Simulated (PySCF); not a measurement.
Compound: C7H12.
SMILES with atom numbers: `[CH2:1]=[CH:2][C:3](=[CH2:4])[CH:5]([CH3:6])[CH3:7]` (hydrogens: H8, H9 on C1; H10 on C2; H11, H12 on C4; H13 on C5; H14, H15, H16 on C6; H17, H18, H19 on C7)

Level of theory: PBE0-D3(BJ)/def2-SVP geometry optimisation, gas phase (PySCF).

**Question.** List the bond lengths, angles and torsions at this level.

**Answer.** 
| bond | length (Å) | order |
| --- | --- | --- |
| C1=C2 | 1.340 | double |
| C2–C3 | 1.468 | single |
| C3=C4 | 1.345 | double |
| C3–C5 | 1.516 | single |
| C5–C6, C5–C7 | 1.528 | single |
| C1–H8 | 1.093 | single |
| C1–H9 | 1.093 | single |
| C2–H10 | 1.096 | single |
| C4–H11 | 1.092 | single |
| C4–H12 | 1.094 | single |
| C5–H13 | 1.105 | single |
| C6–H14 and 5 like bonds | 1.101 | single |

Bonds in one row agree within 0.01 Å and their mean is given. Orders are formal, as drawn. A selection of angles:
| angle | degrees |
| --- | --- |
| C2–C1–H8 | 122.6 |
| C2–C1–H9 | 120.8 |
| H8–C1–H9 | 116.7 |
| C1–C2–C3 | 127.2 |
| C1–C2–H10 | 118.1 |
| C3–C2–H10 | 114.7 |
| C2–C3–C4 | 118.5 |
| C2–C3–C5 | 118.7 |
| C4–C3–C5 | 122.8 |
| C3–C4–H11 | 122.4 |
| C3–C4–H12 | 120.7 |
| H11–C4–H12 | 116.9 |
| C3–C5–C6 | 114.0 |
| C3–C5–C7 | 110.4 |
| C3–C5–H13 | 106.7 |
| C6–C5–C7 | 110.6 |
| C6–C5–H13 | 107.2 |
| C5–C6–H14 | 111.7 |
| C5–C6–H16 | 110.2 |
| H14–C6–H15 | 108.0 |

Torsions: C1–C2–C3–C4 -176° (antiperiplanar); C2–C3–C5–C6 -158° (antiperiplanar). The mirror-image conformer, all signs reversed, is as good.

The C–C distances run from 1.340 Å (C1=C2, drawn double) to 1.532 Å (C5–C7, drawn single), a spread of 0.192 Å. Of the pairs four or more bonds apart, H8···H13 is among the closest relative to their van der Waals radii: 2.14 Å, 89 % of the sum of Bondi's values.

Point group: C1 (no symmetry element, even within 0.4 Å). No PBE0-D3(BJ)/def2-SVP frequencies stand behind this structure, so it isn't proved a minimum. One conformer, not necessarily the lowest.
